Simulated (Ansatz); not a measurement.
Start from `[OH][Hf]([OH])([OH])[F]` and change one atom or group to get `[OH][Hf]([OH])([F])[I]`.

Ansatz, PBE0-D4/def2-TZVP geometries, multiplicity 1. Each molecule was computed in one conformer, which needn't be the lowest.

Elements past krypton have def2 core potentials.

```tsv
property	`[OH][Hf]([OH])([OH])[F]`
HOMO energy (PBE/def2-TZVPP) / eV	-7.28
LUMO energy (B3LYP/def2-TZVPP) / eV	-0.50
size of the dipole moment (ωB97M-V/def2-TZVPP) / D	3.05
LUMO energy (PBE/def2-TZVPP) / eV	-0.87
HOMO energy (PBE0/def2-TZVPP) / eV	-8.99
HOMO energy (ωB97M-V/def2-TZVPP) / eV	-11.44
```

Problem. Give the same properties after the change, and the shifts. (Estimate.)

Solution. The calculation gave: 
```
                                          property  `[OH][Hf]([OH])([F])[I]`  shift
                 HOMO energy (PBE/def2-TZVPP) / eV                     -6.44   0.84
               LUMO energy (B3LYP/def2-TZVPP) / eV                     -0.75  -0.25
size of the dipole moment (ωB97M-V/def2-TZVPP) / D                      3.88   0.83
                 LUMO energy (PBE/def2-TZVPP) / eV                     -1.35  -0.48
                HOMO energy (PBE0/def2-TZVPP) / eV                     -7.60   1.39
             HOMO energy (ωB97M-V/def2-TZVPP) / eV                     -9.69   1.75
```

With PBE0 the HOMO rises by 1.39 eV and the LUMO falls by 0.36 eV, so the gap narrows by about 1.75 eV. PBE moves the HOMO by 0.84 eV and ωB97M-V by 1.75 eV. The zero-point energy changes by -29.5 kJ/mol with -3 modes. Dipoles are sizes alone; their direction can turn.

B3LYP here is the variant with VWN-RPA as its local correlation; programs differ in this.

Spin–orbit coupling is left out; it splits and shifts lone-pair levels of the heavy atoms by tenths of an eV.
